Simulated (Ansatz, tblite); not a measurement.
Isomers of K₃Na₃ (singlet), found by a short tight-binding search and relaxed with r2SCAN/def2-SVP in Ansatz.

The xTB rows come from tblite. Correlated methods freeze 18 core orbitals; core or outer-core shells of Na, K are correlated, in sets that lack core-valence functions.

Run but left out: HF/def2-SVP (A: restricted singlet, unstable towards broken spin symmetry).

A: The restricted singlet is unstable towards broken spin symmetry in Hartree–Fock (as tested in another run); at LDA (SPW92)/def2-TZVP, PBE/def2-TZVP, r2SCAN/def2-TZVP, PBE0/def2-TZVP and others this wasn't settled. At CCSD(T)/def2-SVP the restricted singlet (for correlated methods, its reference) is unstable: a solution with broken spin symmetry lies lower. B: The restricted singlet is unstable towards broken spin symmetry in Hartree–Fock (as tested in another run); at LDA (SPW92)/def2-TZVP, PBE/def2-TZVP, r2SCAN/def2-TZVP, PBE0/def2-TZVP and others this wasn't settled. At CCSD(T)/def2-SVP the restricted singlet (for correlated methods, its reference) is unstable: a solution with broken spin symmetry lies lower. C: The restricted singlet is unstable towards broken spin symmetry in Hartree–Fock (as tested in another run); at LDA (SPW92)/def2-TZVP, PBE/def2-TZVP, r2SCAN/def2-TZVP, PBE0/def2-TZVP and others this wasn't settled. At CCSD(T)/def2-SVP the restricted singlet (for correlated methods, its reference) is unstable: a solution with broken spin symmetry lies lower.

Other spin states weren't relaxed.

A:

| atom | x (Å) | y (Å) | z (Å) |
| --- | --- | --- | --- |
| Na1 | -1.345 | 0.588 | -3.075 |
| Na2 | 0.362 | -0.495 | -0.256 |
| Na3 | -0.597 | -1.863 | 2.798 |
| K4 | 2.203 | 2.600 | -1.710 |
| K5 | -3.360 | -1.678 | -0.269 |
| K6 | 2.737 | 0.846 | 2.512 |

B:

```xyz
6

Na    1.5662    3.1936    2.4489
Na   -3.9431   -0.9187    1.4997
Na   -1.0631    1.0208    1.8014
K     2.3815    0.7987   -0.6058
K    -1.2614   -1.8643   -1.2661
K     2.3199   -2.2301   -3.8779
```

C:

```xyz
6

Na    1.528    0.086    1.560
Na    3.966   -0.370   -0.906
Na    0.669   -0.255   -2.070
K    -2.458    0.247    0.562
K    -0.824    0.562    4.717
K    -2.880   -0.271   -3.863
```

Estimate which lies lowest at each level, and how far above it the others are (kJ/mol).


| level | A | B | C |
| --- | --- | --- | --- |
| GFN2-xTB | 14.7 | 19.4 | 0.0 |
| LDA (SPW92)/def2-TZVP | 0.0 | 9.0 | 11.5 |
| PBE/def2-TZVP | 0.0 | 6.5 | 10.1 |
| r2SCAN/def2-TZVP | 0.0 | 8.1 | 13.5 |
| PBE0/def2-TZVP | 0.0 | 3.6 | 10.0 |
| ωB97X-V/def2-TZVP | 9.4 | 0.0 | 14.4 |
| MP2/def2-SVP | 0.0 | 3.4 | 9.1 |
| CCSD/def2-SVP | 7.9 | 0.0 | 11.2 |
| CCSD(T)/def2-SVP | 0.2 | 0.0 | 8.2 |
Point groups (tolerance 0.1 Å): A Cs, B not assigned, C not assigned. Lower isomers may exist.
